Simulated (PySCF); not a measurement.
## Electronic structure of Xe⁺ (xenon, charge +1) at the UHF level

Configuration: [Kr] 4d10 5s2 5p5, 2P determinant. All numbers are calculated (PySCF 2.14, scalar relativity by spin-free X2C-1e, in x2c-TZVPall (8s6p4d2f, 60 functions)).

| Item | Value |
| --- | --- |
| Total energy | -7443.041000 hartree |
| One-electron energy | -10176.6102 hartree |
| Hartree (Coulomb) energy | 2919.2576 hartree |
| Exchange energy | -185.6884 hartree |
| ⟨S²⟩ | 0.7581 |
| ⟨L²⟩ | 2.033 |
| Sum of ⟨r⟩ | 35.66 bohr |
| Sum of ⟨r²⟩ | 51.77 bohr² |
| Traceless quadrupole moment −½Σ⟨3z² − r²⟩ along its main axis | 2.17 e·bohr² |
| Langevin diamagnetic susceptibility | -41.0 ×10⁻⁶ cm³/mol |
| Time after the integrals | 0.39 s of wall time on 1 thread of Neoverse-V1 (shared host) |

```csv
shell,electrons,mean orbital energy (eV),spread (eV),"rms radius, mean of both spins (bohr)"
1s α,1,-34735.8,0,0.0305
1s β,1,-34735.7,0,0.0305
2s α,1,-5516.2,0,0.124
2s β,1,-5516.1,0,0.124
2p α,3,-4947.7,0.119,0.111
2p β,3,-4947.6,0.047,0.111
3s α,1,-1180.0,0,0.326
3s β,1,-1179.9,0,0.326
3p α,3,-991.57,0.311,0.326
3p β,3,-991.45,0.004,0.326
3d α,5,-710.43,0.266,0.304
3d β,5,-710.38,0.169,0.304
4s α,1,-239.56,0,0.762
4s β,1,-239.31,0,0.762
4p α,3,-177.15,0.702,0.815
4p β,3,-176.87,0.004,0.815
4d α,5,-82.779,0.759,0.944
4d β,5,-82.586,0.406,0.944
5s α,1,-37.775,0,1.98
5s β,1,-35.062,0,1.98
5p α,3,-22.039,1.756,2.37
5p β,2,-20.903,0,2.37
```

Densities and radii are taken from the X2C orbitals without a picture-change correction, which distorts them close to the nucleus.
